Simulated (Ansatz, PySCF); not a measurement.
System: dimethylborinic acid, C2H7BO (charge 0, singlet). SMILES: OB(C)C
Geometry from a B3LYP-D3(BJ)/def2-TZVP (Ansatz, a program for electronic structure) optimisation:
```xyz
11

C      1.1177    -1.0752     0.0003
B      0.0332     0.0619    -0.0227
C     -1.4653    -0.2033     0.3947
O      0.4457     1.3010    -0.4268
H      0.7429    -2.0038    -0.4391
H      2.0414    -0.7926    -0.5061
H      1.3686    -1.3185     1.0395
H     -1.5281    -0.7936     1.3129
H     -2.0640     0.7017     0.5318
H     -1.9560    -0.8047    -0.3791
H     -0.2512     1.9653    -0.4027
```
Charge 0, spin multiplicity 1.

PBE beside other levels, property by property. Correlated levels leave the core frozen unless marked. UHF or UKS for open shells. Spin-orbit coupling is left out. No relativistic terms. CBS marks a two-point X^-3 extrapolation of the correlation energy; Hartree-Fock from the larger set. [CCSD(T)-MP2]/basis is that difference in the basis named. Rows marked 298 K are enthalpies with B3LYP-D3(BJ) harmonic zero-point and thermal terms from PySCF. Atomisation energies are electronic, to ground-state atoms; the column to compare with has the core term from cc-pwCVTZ added, other frozen-core levels have none. Vertical energies are electronic, to the SCF solution reached for that spin. The coupled-cluster column (Ansatz) is a level with limits of its own: (a) RI-MP2/CBS(aug-cc-pVTZ,aug-cc-pVQZ)+[CCSD(T)-MP2]/aug-cc-pVTZ; (b) CCSD(T)/CBS(aug-cc-pVTZ,aug-cc-pVQZ).

```json
[
 {"property": "H-O bond dissociation enthalpy, 298 K, to CB(C)[O] + H atom (kcal/mol)", "PBE0/def2-TZVPD (Ansatz)": "97.9", "wB97X-V/def2-TZVPD (Ansatz)": "101.2", "B2PLYP-D3(BJ)/def2-TZVPD (Ansatz + dftd3)": "101.1", "coupled cluster": "105.3 (b)"},
 {"property": "atomisation energy (kcal/mol)", "PBE0/def2-TZVPD (Ansatz)": "1046.9", "wB97X-V/def2-TZVPD (Ansatz)": "1046.5", "B2PLYP-D3(BJ)/def2-TZVPD (Ansatz + dftd3)": "1039.0", "coupled cluster": "1050.0 (b)"},
 {"property": "vertical ionisation energy to the doublet (eV)", "PBE0/def2-TZVPD (Ansatz)": "10.63", "wB97X-V/def2-TZVPD (Ansatz)": "10.84", "B2PLYP-D3(BJ)/def2-TZVPD (Ansatz + dftd3)": "10.75", "coupled cluster": "11.09 (a)"}
]
```

Question: What does PBE/def2-TZVPD (Ansatz) give for each property, and on which side of coupled cluster does it fall?

Answer: 
- H-O bond dissociation enthalpy, 298 K, to CB(C)[O] + H atom: PBE lies 10.9 kcal/mol below coupled cluster; PBE gives 94.4 kcal/mol.
- atomisation energy: PBE lies 10.0 kcal/mol above coupled cluster; PBE gives 1060.0 kcal/mol.
- vertical ionisation energy to the doublet: PBE lies 0.79 eV below coupled cluster; PBE gives 10.30 eV.
